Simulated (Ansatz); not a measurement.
Consider the ligand exchange at a B–C bond: `BC(B)[SiH3]` + `C=C[NH][GeH3]` → `B[N]([GeH3])C=C` + `BC[SiH3]`.

Isolated molecules relaxed with PBE0-D4/def2-TZVP in Ansatz; ΔE leaves out vibrations. CCSD(T)/CBS is the MP2 limit (def2-TZVPP, def2-QZVPP) plus CCSD(T) − MP2 in def2-TZVPP, frozen cores. For Ge outer-core shells are correlated without core-valence functions, which leaves a few kJ/mol of doubt a bond. Scalar relativity is left out up to krypton. One conformer a species, not always the lowest.

| species | MP2/def2-TZVPP energy (Eh) |
| --- | --- |
| `BC(B)[SiH3]` | -381.35102 |
| `C=C[NH][GeH3]` | -2210.45899 |
| `B[N]([GeH3])C=C` | -2235.86220 |
| `BC[SiH3]` | -355.99194 |

Problem. Work out ΔE.

Solution. ΔE = (-2235.86220) + (-355.99194) − (-381.35102) − (-2210.45899) = -0.04413 Eh = -115.9 kJ/mol. CCSD(T)/CBS gives -114.9 kJ/mol.

Largest T1 diagnostic among the species: 0.013.
